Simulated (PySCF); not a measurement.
C7H8. Atoms are numbered in the order given.

```xyz
15

C      0.6683    -1.2396     0.5210
C     -0.6683    -1.2396     0.5210
C     -1.1192     0.0000    -0.2755
C     -0.6683     1.2396     0.5210
C      0.6683     1.2396     0.5210
C      1.1192     0.0000    -0.2755
C      0.0000     0.0000    -1.3523
H      1.3401    -1.9353     1.0276
H     -1.3401    -1.9353     1.0276
H     -2.1622     0.0000    -0.6194
H     -1.3401     1.9353     1.0276
H      1.3401     1.9353     1.0276
H      2.1622     0.0000    -0.6194
H      0.0000     0.9056    -1.9782
H      0.0000    -0.9056    -1.9782
```

The structure is a stationary point at ωB97X-D3(BJ)/def2-SVP. Other conformers were not sampled.

All values below come from HF/pcSseg-1 (PySCF).

GIAO shieldings, no solvent; atoms alike by connectivity are averaged. δ = σ(ref) − σ: ¹³C against TMS (σ = 192.6 ppm); ¹H against TMS (σ = 31.99 ppm), references at their B3LYP-D3(BJ)/def2-TZVP geometries, non-relativistic.

Computed chemical shifts:
```csv
nucleus,atoms,count,δ (ppm)
¹³C,"C1, C2, C4, C5",4,159.6
¹³C,C7,1,75.1
¹³C,"C3, C6",2,47.6
¹H,"H8, H9, H11, H12",4,7.57
¹H,"H10, H13",2,3.33
¹H,"H14, H15",2,2.00
```
